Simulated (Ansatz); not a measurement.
Ansatz (a first-principles code) input (SVWN5/def2-TZVPD):

Ansatz 0.2 input:
```yaml
crystal:
  periodic: [false, false, false]
  atoms:
    - {symbol: B, position_ang: [0.00008518, 0.00000407, -0.00000466]}
    - {symbol: N, position_ang: [1.42499878, 0.06802877, -0.07800717]}
    - {symbol: N, position_ang: [-0.64316215, -1.24955519, 0.25794948]}
    - {symbol: N, position_ang: [-0.78318476, 1.18146206, -0.17986851]}
    - {symbol: H, position_ang: [1.93043893, 0.92979392, -0.16860263]}
    - {symbol: H, position_ang: [2.01684917, -0.74135226, -0.04747951]}
    - {symbol: H, position_ang: [-0.14120880, -2.09879017, 0.44015911]}
    - {symbol: H, position_ang: [-1.63703224, -1.37604437, 0.20649762]}
    - {symbol: H, position_ang: [-0.38700289, 2.07357360, -0.41124379]}
    - {symbol: H, position_ang: [-1.77303319, 1.21324946, -0.01982408]}
basis:
  gaussian:
    orbitals: def2-TZVPD
hamiltonian:
  xc: {name: SVWN5}
magnetization: {spin_polarized: true, initial_magnetization: 2}
```

Output:

```
Functional definition: SVWN5
integrals: 0.09 GiB planned
1008 factors; their error is unknown
mean field: 1.04 GiB planned
mean field evaluation 1: about -5176.4586 eV, gradient 7.3e1 eV
mean field evaluation 2: about -5064.9600 eV, gradient 1.5e2 eV
mean field evaluation 4: about -5184.5398 eV, gradient 5.4e1 eV
mean field evaluation 8: about -5199.4354 eV, gradient 9.9e0 eV
mean field evaluation 16: about -5200.0218 eV, gradient 2.0e0 eV
mean field evaluation 32: about -5176.4586 eV, gradient 7.3e1 eV
mean field evaluation 64: about -5197.4440 eV, gradient 1.7e1 eV
mean field evaluation 96: about -5199.0071 eV, gradient 9.0e-1 eV
mean field evaluation 128: about -5197.9153 eV, gradient 2.1e0 eV
mean field -5200.03874991 eV, -191.0978993463 hartree, gradient 6.0e-6 eV, S^2 2.002389; 11 other end points of the search recorded, 0 dependent functions left out
reference -5200.03879104 eV, -191.0979008580 hartree; 17, 15 occupied and 185, 187 virtual orbitals, 1008 factors
Total energy: -5200.03879104 eV, -191.0979008580 hartree
```

This state (charge 0, triplet) is run at the relaxed geometry of the species with charge 0 and multiplicity 1, and is a spin state other than that species' own.
